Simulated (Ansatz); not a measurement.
The Sb1–Br4 bond of BrH2Sb (SMILES [Br][SbH2]) is stretched (multiplicity 1, the rest rigid).
Geometry at rest (charge 0, multiplicity 1):
```xyz
4

Sb    -0.59846    -0.60746     0.54115
H     -0.27152    -1.97207    -0.44923
H     -1.98548    -0.24329    -0.40408
Br     0.93653     0.94846    -0.76415
```

Correlated levels freeze the cores. Filled d and f shells under p-block atoms count as core.

The values were computed with Ansatz (an electronic-structure program) with Gaussian orbitals.  In def2 rows elements past Kr take small-core potentials, without spin–orbit coupling.

Energies above the point at 2.546 Å (the B3LYP-D3(BJ) bond length), FIC-MRCISD+Q on CASSCF(6,4)/def2-TZVPP (kcal/mol): 10.54 at 2.291 Å; 6.40 at 2.800 Å; 62.83 at 8.146 Å.

Task: Take the last value as the depth D of a Morse curve D(1 − e^(−a(R − R₀)))², fit a and R₀ to the two near points, and test it at 3.437 and 4.455 Å.

Result: 
With D = 62.8, both near points (counted from the curve's value at 2.546 Å) are met by a = 1.43 Å⁻¹ and R₀ = 2.531 Å, so k = 2Da² = 258 kcal/(mol Å²). The curve then gives 33.1 and 55.1 kcal/mol; the level itself gives 36.2 and 59.9, so Morse is off by -3.0 and -4.8.

Doubts at one or more of the structures used: active orbitals that take no part (FIC-MRCISD+Q on CASSCF(6,4)/def2-TZVPP).
